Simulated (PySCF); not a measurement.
Spinor energies of Zn⁴⁺ (zinc, charge +4)

Start: [Ar] 3d8; 3d3/2 filled at m_j = -3/2, -1/2, +1/2, +3/2; 3d5/2 filled at m_j = -1/2, +1/2, +3/2, +5/2. Calculated with PySCF 2.14 in x2c-TZVPPall-2c (6s7p4d2f1g, 70 functions): generalised Hartree-Fock with the X2C-1e Hamiltonian and a Gaussian nucleus; one run each with spin-orbit coupling (SO) switched off, then screened by Boettger's factors.

| spinor shell | electrons | ε, spin-free (eV) | ε, screened SO (eV) | weight of nominal j (screened SO) | rms radius, screened SO (bohr) |
| --- | --- | --- | --- | --- | --- |
| 1s1/2 | 2 | -9797.7 | -9797.5 | 1.000 | 0.0580 |
| 2s1/2 | 2 | -1302.4 | -1302.3 | 1.000 | 0.244 |
| 2p1/2 | 2 | -1133.7 | -1150.6 | 0.999 | 0.217 |
| 2p3/2 | 4 | -1133.7 | -1125.4 | 0.999 | 0.220 |
| 3s1/2 | 2 | -223.45 | -223.42 | 1.000 | 0.720 |
| 3p1/2 | 2 | -170.36 | -175.21 | 0.847 | 0.748 |
| 3d3/2 | 4 | -87.069 | -87.044 | 0.680 | 0.854 |
| 3d5/2 | 4 | -87.069 | -87.115 | 0.722 | 0.854 |

Q: Where does 3p3/2 lie, and what is the 3p spin-orbit splitting (screened SO)?

A: At -167.95 eV, 7.267 eV above 3p1/2.

```csv
quantity,spin-free,screened SO
E (hartree),-1789.86033,-1789.92020
M_J,4,4
⟨J²⟩,20.004,20.004
⟨L²⟩,12.003,12.016
⟨S²⟩,2.001,2.000
```

Each row is a mean over spinors that exchange with the open shell spreads, by up to 12.766 eV (3p3/2).

Rows whose weight is well below 1 are mixtures of j = l ± 1/2: exchange outweighs spin-orbit coupling there, and the label is only the starting occupation.

Without spin-orbit coupling the j labels of p, d and f shells carry no meaning; the spin-free column gives the mean over the occupied spinors of each nl shell.
